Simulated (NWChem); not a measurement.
Species: C₃H₅BFN; SMILES C1C=CB(F)N1

```xyz
11

F      0.0705    -2.1600     0.0000
B      0.0697    -0.8183     0.0000
C      1.2775     0.1696     0.0000
C      0.7465     1.4063     0.0000
C     -0.7638     1.3893     0.0000
N     -1.0995    -0.0259     0.0000
H      2.3460    -0.0230     0.0000
H      1.2844     2.3516     0.0000
H     -1.1655     1.9095    -0.8840
H     -1.1655     1.9095     0.8840
H     -2.0659    -0.3153     0.0000
```
Atoms are numbered in this order, from 1.

Level: B3LYP/6-31G* (spherical d) (NWChem), optimised geometry, unscaled harmonic frequencies. B3LYP is NWChem's, with the RPA form of VWN correlation.

| frequency (cm⁻¹) | IR intensity (km/mol) |
|---|---|
| 192 | 8.2 |
| 358 | 9.1 |
| 369 | 2.5 |
| 477 | 84.9 |
| 563 | 3.5 |
| 611 | 0.0 |
| 735 | 77.5 |
| 772 | 1.1 |
| 856 | 3.1 |
| 931 | 2.7 |
| 992 | 1.8 |
| 1016 | 7.9 |
| 1064 | 13.2 |
| 1111 | 8.8 |
| 1202 | 0.1 |
| 1218 | 68.5 |
| 1273 | 1.7 |
| 1356 | 62.7 |
| 1397 | 92.7 |
| 1501 | 89.4 |
| 1541 | 178.0 |
| 1634 | 63.6 |
| 3009 | 42.7 |
| 3030 | 31.9 |
| 3191 | 15.1 |
| 3220 | 13.8 |
| 3653 | 26.6 |

The zero-point energy is 53.3 kcal/mol and the thermal correction to the enthalpy at 298.15 K (with zero-point energy) is 57.1 kcal/mol. The heat capacity Cv is 19.1 cal/(mol K), the entropy at 298.15 K and 1 atm (symmetry number 1) is 72.7 cal/(mol K) and the dipole moment comes out as 2.44 D.

Rigid rotor and harmonic oscillator.
